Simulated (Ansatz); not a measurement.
A nudged elastic band was laid between two geometries of BH9N2Si2 (14 atoms, charge 0, multiplicity 1).

Computed with RKS PBE0/6-31G* in Ansatz.

* movable images: 7
* climbing image: yes
* spring: 5.0 eV/Å²
* optimiser: quadratic models (default)
* start path: through a guess of the saddle point
* force threshold: 0.03 eV/Å
* iteration limit: 54
* end points: relaxed

Image 0:

```xyz
14
Properties=species:S:1:pos:R:3
N -1.624 0.815 -0.683
B -0.838 -0.360 -0.762
N -0.859 -1.198 -1.900
Si 0.376 -0.839 0.797
Si 1.692 0.994 1.417
H -2.258 1.117 -1.408
H -1.618 1.425 0.118
H -1.426 -1.026 -2.719
H -0.303 -2.034 -1.970
H 1.289 -1.982 0.468
H -0.393 -1.258 2.012
H 2.554 1.445 0.286
H 0.817 2.150 1.786
H 2.579 0.720 2.586
```

Image 8:

```xyz
14
Properties=species:S:1:pos:R:3
N -1.740 0.731 -0.458
B -0.876 -0.360 -0.718
N -0.943 -1.095 -1.923
Si 0.518 -0.869 0.671
Si 1.734 1.008 1.359
H -2.463 1.038 -1.093
H -1.707 1.266 0.394
H -1.600 -0.904 -2.666
H -0.332 -1.870 -2.121
H 1.483 -1.889 0.147
H -0.092 -1.468 1.901
H 2.752 0.703 2.407
H 2.442 1.640 0.206
H 0.810 2.041 1.922
```

(1) What changes between the two ends?

(2) What energy profile does the band end with?

(3) What is the geometry of the highest image?

(4) What are the harmonic wavenumbers there?

The band took 13 iterations and of the order of 10 core-minutes.

## Answers

(1) No bond is made or broken. The dihedral B2–Si4–Si5–H12 goes from -60 to 179°. The two ends are copies of one structure, up to a mirror image or an exchange of like atoms.

(2) The forces met the threshold. The highest image is number 4 of 0 to 8, 5.8 kJ/mol above the ends, which have the same energy within 2 meV. A vibrational analysis at the climbing image gives one clearly imaginary mode, 111i cm⁻¹: a first-order saddle point.

```
image  path coordinate (Å)  energy (kJ/mol)  dihedral B2–Si4–Si5–H12 (°)
    0                 0.00              0.0                          -60
    1                 0.64              0.9                          -72
    2                 1.28              2.8                          -86
    3                 1.92              4.9                         -102
    4                 2.56              5.8                         -118
    5                 3.18              4.9                         -135
    6                 3.80              2.8                         -151
    7                 4.42              0.8                         -167
    8                 5.04              0.0                          179
```

(3) 
```xyz
14
Properties=species:S:1:pos:R:3
N -1.910 0.643 -0.451
B -0.924 -0.339 -0.702
N -0.833 -1.002 -1.948
Si 0.423 -0.814 0.745
Si 1.844 0.977 1.306
H -2.601 0.931 -1.129
H -1.991 1.129 0.426
H -1.450 -0.825 -2.728
H -0.146 -1.713 -2.136
H 1.290 -1.960 0.320
H -0.241 -1.252 2.014
H 3.275 0.660 1.020
H 1.504 2.211 0.537
H 1.745 1.326 2.755
```

(4) 111i, 10, 88, 188, 313, 318, 374, 393, 409, 438, 448, 527, 544, 558, 622, 701, 741, 871, 890, 931, 941, 948, 952, 1263, 1418, 1669, 1677, 2204, 2211, 2232, 2240, 2243, 3624, 3627, 3740, 3741 cm⁻¹.

Time of the run: 5.3 min on 2 threads of Arm Neoverse V1, on a shared host, peak memory 0.23 GiB.
